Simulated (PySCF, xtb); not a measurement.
C4H5NSi, SMILES C#C[SiH](N)C#C.

xtb with GFN2-xTB at its own geometry gives an orbital gap of 4.76 eV and a dipole moment of 1.19 D.

Coordinates come from a B3LYP-D3(BJ)/def2-SVP optimisation. The structure was generated by enumeration, and PubChem lists no compound with its InChIKey, so it may never have been made. Other conformers were not sampled.

Question: What does PBE/def2-TZVP (PySCF) give? (Estimate from the structure and the level; the computed values follow.)

Answer: gap 4.70 eV (levels -6.25 and -1.55 eV), dipole 1.26 D.
